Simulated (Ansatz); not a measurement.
Reaction (hydrogenolysis of the Se–C bond): `C[Se][Hf]([Cl])([Cl])[Cl]` + H₂ → `[Cl][Hf]([Cl])([Cl])[SeH]` + CH₄

Computed with Ansatz on PBE0-D4/def2-TZVP structures; ΔE is electronic, products minus reactants. CCSD(T)/CBS is the MP2 limit (def2-TZVPP, def2-QZVPP) plus CCSD(T) − MP2 in def2-TZVPP, frozen cores. This one scheme is used for every species. DFT in def2-TZVPP. Elements past krypton have def2 core potentials. For Hf, Se outer-core shells are correlated without core-valence functions, which leaves a few kJ/mol of doubt a bond. Scalar relativity is left out up to krypton. Each species was taken in one conformer, which may not be the lowest.

`C[Se][Hf]([Cl])([Cl])[Cl]`:

Cartesian coordinates in Å:
```
C 1.401 -0.807 -0.244
Se -0.103 -1.513 0.824
Hf -1.329 0.627 0.303
Cl -0.080 2.424 1.110
Cl -3.397 0.496 1.340
Cl -1.544 0.823 -2.011
H 1.573 -1.494 -1.068
H 1.210 0.187 -0.660
H 2.269 -0.744 0.407
```

H₂:

Z-matrix (Å, degrees):
```
H
H 1 0.746
```

`[Cl][Hf]([Cl])([Cl])[SeH]`:

```xyz
6

Cl   -2.135   -0.078    1.145
Hf    0.103   -0.067    0.522
Cl    0.820   -2.264    0.290
Cl    1.409    1.108    2.031
Se    0.359    1.151   -1.704
H    -0.556    0.149   -2.284
```

CH₄:

Z-matrix (Å, degrees):
```
C
H 1 1.090
H 1 1.090 2 109.5
H 1 1.090 2 109.5 3 -120.0
H 1 1.090 2 109.5 3 120.0
```

```json
{"level": "r2SCAN-D4", "ΔE (kcal/mol)": "-18.0", "difference from CCSD(T)/CBS": "-0.7"}
{"level": "PBE0-D4", "ΔE (kcal/mol)": "-18.2", "difference from CCSD(T)/CBS": "-0.9"}
{"level": "BHLYP-D4", "ΔE (kcal/mol)": "-19.8", "difference from CCSD(T)/CBS": "-2.5"}
{"level": "ωB97X-V", "ΔE (kcal/mol)": "-18.5", "difference from CCSD(T)/CBS": "-1.2"}
{"level": "r2SCANh", "ΔE (kcal/mol)": "-18.9", "difference from CCSD(T)/CBS": "-1.6"}
{"level": "CAM-B3LYP", "ΔE (kcal/mol)": "-21.7", "difference from CCSD(T)/CBS": "-4.4"}
{"level": "HF/def2-SVP", "ΔE (kcal/mol)": "-27.0", "difference from CCSD(T)/CBS": "-9.7"}
{"level": "CCSD(T)/def2-TZVPP", "ΔE (kcal/mol)": "-17.4", "difference from CCSD(T)/CBS": "-0.1"}
{"level": "MP2/def2-QZVPP", "ΔE (kcal/mol)": "-15.5", "difference from CCSD(T)/CBS": "1.8"}
{"level": "MP2/CBS(def2)", "ΔE (kcal/mol)": "-15.4", "difference from CCSD(T)/CBS": "1.9"}
{"level": "CCSD(T)/CBS", "ΔE (kcal/mol)": "-17.3", "difference from CCSD(T)/CBS": "0"}
```

Largest T1 diagnostic among the species: 0.014.

The D4 term adds +3.0 kcal/mol with B3LYP and +1.6 kcal/mol with PBE0; it sums over pairs of atoms, weighted by their polarisabilities, and B3LYP, whose exchange is more repulsive, gets the larger term. From r2SCAN to r2SCAN0 (25 % exact exchange), in def2-TZVPP and without D4, ΔE moves by −1.0 kcal/mol. Leaving LDA and LC-ωPBE aside and taking each functional with its dispersion term where it has one, the values, not all of them listed here, spread over 4.5 kcal/mol, from B97M-V to revPBE-D4. LDA lies +1.0 kcal/mol from PBE without D4.

B3LYP here is the variant with VWN-RPA as its local correlation; programs differ in this.
